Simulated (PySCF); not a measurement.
CH8F2Si3.
Atom-mapped SMILES: `[F:1][CH:2]([F:3])[SiH2:4][SiH2:5][SiH3:6]` (hydrogens: H7 on C2; H8, H9 on Si4; H10, H11 on Si5; H12, H13, H14 on Si6)

Method used: PBE0-D3(BJ)/def2-SVP geometry optimisation, gas phase (PySCF).

(1) What internal coordinates does the optimisation give?

Answers

(1) 
```json
{"bond": "F1–C2, C2–F3", "length (Å)": "1.362", "order": "single"}
{"bond": "C2–Si4", "length (Å)": "1.929", "order": "single"}
{"bond": "Si4–Si5", "length (Å)": "2.343", "order": "single"}
{"bond": "Si5–Si6", "length (Å)": "2.347", "order": "single"}
{"bond": "C2–H7", "length (Å)": "1.105", "order": "single"}
{"bond": "Si4–H8, Si4–H9", "length (Å)": "1.494", "order": "single"}
{"bond": "Si5–H10, Si5–H11", "length (Å)": "1.497", "order": "single"}
{"bond": "Si6–H12, Si6–H13, Si6–H14", "length (Å)": "1.494", "order": "single"}
```

Bonds in one row agree within 0.01 Å and their mean is given. Orders are formal, as drawn. A selection of angles:
```json
{"angle": "F1–C2–F3", "degrees": "107.6"}
{"angle": "F1–C2–Si4", "degrees": "108.7"}
{"angle": "F1–C2–H7", "degrees": "107.5"}
{"angle": "Si4–C2–H7", "degrees": "115.8"}
{"angle": "C2–Si4–Si5", "degrees": "105.5"}
{"angle": "C2–Si4–H8", "degrees": "107.5"}
{"angle": "Si5–Si4–H8", "degrees": "112.2"}
{"angle": "Si5–Si4–H9", "degrees": "113.7"}
{"angle": "H8–Si4–H9", "degrees": "109.3"}
{"angle": "Si4–Si5–Si6", "degrees": "109.5"}
{"angle": "Si4–Si5–H10", "degrees": "109.0"}
{"angle": "Si6–Si5–H10", "degrees": "110.5"}
{"angle": "H10–Si5–H11", "degrees": "108.7"}
{"angle": "Si5–Si6–H12", "degrees": "109.5"}
{"angle": "H12–Si6–H13", "degrees": "108.7"}
```

Dihedral angles: F1–C2–Si4–Si5 -65° (synclinal); C2–Si4–Si5–Si6 39° (synclinal). The mirror-image conformer, all signs reversed, is as good.

Si4 (SiH2 silicon) is distorted tetrahedral (angles from 105.5° to 113.7°). Si6 (SiH3 silicon) is tetrahedral (angles from 108.7° to 110.0°). Si5 (SiH2 silicon) is tetrahedral (angles from 108.7° to 110.5°). Of the pairs four or more bonds apart, F1···Si6 is among the closest relative to their van der Waals radii: 3.32 Å, 93 % of the sum of Bondi's values.

Point group: C1 (no symmetry element, even within 0.4 Å). Whether it is a minimum is left open (no frequencies). One conformer, not necessarily the lowest.
